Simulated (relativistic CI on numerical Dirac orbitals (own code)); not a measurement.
## One change at a time: As¹⁶⁺

Base calculation: Dirac-Coulomb-Breit CI, separate exchange-only KLI orbitals for each configuration, model QED, unscaled Slater integrals.

Configuration list (outside the closed core [Ne]): 3s2 3p5, 3s 3p6, 3s2 3p4 3d, 3s 3p5 3d, 3p6 3d, 3s 3p4 3d2, 3s2 3p4 4s, 3s2 3p3 3d 4p, 3p6 4s, 3s2 3p4 4p, 3p6 4p, 3s 3p4 3d 4s, 3s2 3p3 3d2, 3s2 3p2 3d3, 3s 3p3 3d3, 3s2 3p2 3d2 4s, 3s2 3p2 3d2 4p. Double excitations out of closed p, d and f shells are left out; levels of such configurations are missing from the list, as are those of other unlisted configurations, and high levels can miss mixing partners.

The lowest level and the first level of each name with at least 55 % of one term (blank where a level has no safe partner in the second run):

```
            Level  Base (cm⁻¹)  Shift (cm⁻¹)
  3s2 3p5 2P°_3/2            0             0
  3s2 3p5 2P°_1/2        56128            +3
    3s 3p6 2S_1/2       471325         +1340
3s2 3p4 3d 4D_5/2       605247         +1351
3s2 3p4 3d 4D_3/2       607939         +1351
3s2 3p4 3d 4D_7/2       609232         +1350
3s2 3p4 3d 4D_1/2       615369         +1352
3s2 3p4 3d 4F_9/2       648274         +1346
3s2 3p4 3d 2P_1/2       660673         +1357
3s2 3p4 3d 4P_1/2       678535         +1356
3s2 3p4 3d 4F_5/2       680002         +1349
3s2 3p4 3d 4P_5/2       699435         +1358
3s2 3p4 3d 2D_5/2       714924         +1356
3s2 3p4 3d 2G_7/2       721181         +1349
3s2 3p4 3d 2G_9/2       725443         +1348
3s2 3p4 3d 2F_5/2       730532         +1353
3s2 3p4 3d 2F_7/2       778118         +1356
3s2 3p4 3d 2S_1/2       844774         +1397
3s 3p5 3d 4P°_1/2      1055922         +2609
3s 3p5 3d 4P°_3/2      1064355         +2608
3s 3p5 3d 4P°_5/2      1080312         +2607
3s 3p5 3d 4F°_9/2      1107934         +2617
```

At this charge energies of transitions that change n are usually good to better than 1 %, and those within a shell (Δn = 0) to a few per cent.

(1) One thing was changed in a second run, which moved the levels as shown. Which?
A. QED terms removed
B. Breit term removed
C. configuration mixing switched off
D. P86 correlation estimate
E. non-relativistic limit

Answers

(1) D. P86 correlation estimate. A correlation estimate moves all levels of a configuration together before mixing; mixed levels move by a weighted share.

LS names give the leading component of a level, which can be under half, so a name can repeat, a term be missing and a line seem to break the LS rules.
